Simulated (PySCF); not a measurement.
A ladder for the ionisation energy of Xe²⁺

Xe²⁺ [Kr] 4d10 5s2 5p4 (3P) → Xe³⁺ [Kr] 4d10 5s2 5p3 (4S). Scalar values calculated with PySCF 2.14 in x2c-QZVPPall (spin-free X2C; valence: [Kr] 4d10 frozen; valence and next inner shell: [Ar] 3d10 frozen). The spin-orbit shift comes from two-component X2C-1e calculations (generalised Hartree-Fock, GHF, and MP2 on its spinors, GMP2) in x2c-QZVPPall-2c: GMP2 gives 30.351 eV without and 30.758 eV with screened spin-orbit coupling, a shift of 0.407 eV (GHF: 0.461 eV). Sums use unrounded values; where a UHF row is shifted, it takes the GHF shift.

```csv
method,scalar (eV)
UHF,29.380
LDA,30.867
PBE,30.509
PBE0,30.528
r2SCAN,30.523
wB97M-V,30.454
M06,30.436
BHandHLYP,30.535
ROHF,29.281
MP2 (valence),30.136
SCS-MP2 (valence),30.225
MP2 (valence and next inner shell),30.326
SCS-MP2 (valence and next inner shell),30.356
CCSD (valence),30.284
CCSD(T) (valence),30.313
```

Q: Form a composite estimate from CCSD(T) (valence) and the spin-orbit shift, and compare it with the reference, 31.05 ± 0.04 eV (semi-empirical (NIST evaluation); NIST Atomic Spectra Database, ionization energies).

A: 30.313 + (0.407) = 30.721 eV, an error of -0.329 eV.

The errors of the correlated levels include the incompleteness of the basis and the frozen core, so a lower level can come closer by cancellation.

The GHF and GMP2 shifts differ by 0.054 eV: spin-orbit coupling and correlation are not additive here, and the shift is the weak step of the composite.
